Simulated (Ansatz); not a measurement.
Gas-phase electronic energies from Ansatz, PBE0-D4/def2-TZVP geometries. CCSD(T)/CBS is the MP2 limit (def2-TZVPP, def2-QZVPP) plus CCSD(T) − MP2 in def2-TZVPP, frozen cores. This one scheme is used for every species. For Se outer-core shells are correlated without core-valence functions, which leaves a few kJ/mol of doubt a bond. Scalar relativity is left out up to krypton. One conformer a species, not always the lowest.

`BC/N=C/[SeH]` + `C[SiH3]` → `[SiH3]C[SeH]` + `BCN=C`  (formal exchange of groups at the Se–C bond)

`BC/N=C/[SeH]`:

```xyz
11

B    -2.113   -0.123    0.036
C    -0.718   -0.412   -0.586
N     0.366   -0.595    0.343
C     1.351    0.176    0.272
Se    2.785    0.009    1.509
H    -2.304   -0.177    1.213
H    -3.017    0.119   -0.710
H    -0.894   -1.369   -1.113
H    -0.490    0.307   -1.393
H     1.464    0.979   -0.468
H     3.570    1.088    0.898
```

`C[SiH3]`:

```xyz
8

C    -0.547   -0.688   -0.449
Si    0.489    0.616    0.402
H    -1.308   -0.227   -1.082
H    -1.053   -1.321    0.284
H     0.076   -1.329   -1.078
H     1.176    1.478   -0.598
H     1.527   -0.015    1.262
H    -0.360    1.486    1.260
```

`[SiH3]C[SeH]`:

Z-matrix (Å, degrees):
```
Si
C 1 1.874
H 1 1.490 2 110.5
H 1 1.484 2 109.8 3 120.7
H 1 1.487 2 109.2 3 -119.4
Se 2 1.957 1 111.3 3 177.7
H 2 1.090 1 112.8 3 54.0
H 2 1.092 1 110.1 3 -66.6
H 6 1.470 2 95.5 1 -48.6
```

`BCN=C`:

Z-matrix (Å, degrees):
```
C
N 1 1.437
B 1 1.553 2 116.1
H 1 1.107 2 108.4 3 113.2
H 1 1.105 2 113.7 3 -130.9
C 2 1.257 1 118.3 3 120.4
H 3 1.197 1 117.9 2 -174.2
H 3 1.194 1 121.9 2 8.2
H 6 1.100 2 123.3 1 1.3
H 6 1.089 2 119.4 1 -178.7
```

```tsv
species	HF/CBS(def2) energy (Eh)
`BC/N=C/[SeH]`	-2558.27382
`C[SiH3]`	-330.33431
`[SiH3]C[SeH]`	-2730.22328
`BCN=C`	-158.37746
```

(1) Work out ΔE.

Largest T1 diagnostic among the species: 0.012.

Answers

(1) ΔE = (-2730.22328) + (-158.37746) − (-2558.27382) − (-330.33431) = 0.00739 Eh = +19.4 kJ/mol. CCSD(T)/CBS gives +21.0 kJ/mol.

From PBE to PBE0 (25 % exact exchange), in def2-TZVPP and without D4, ΔE moves by −4.7 kJ/mol.
